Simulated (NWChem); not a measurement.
BF

Results from NWChem. Each level has its own optimisation; frequencies are unscaled.

```csv
level,basis functions,r B–F (Å),highest harmonic frequency (cm⁻¹),zero-point energy (kcal/mol),dipole (D),relative time
PBE/cc-pVDZ,28,1.295,1294,1.8,1.09,1
PBE/aug-cc-pVDZ,46,1.300,1257,1.8,0.90,3
PBE/cc-pVTZ,60,1.275,1362,1.9,1.07,4
PBE/aug-cc-pVTZ,92,1.276,1348,1.9,1.01,10
```

The last column is a rough cost ratio, cheapest run = 1.
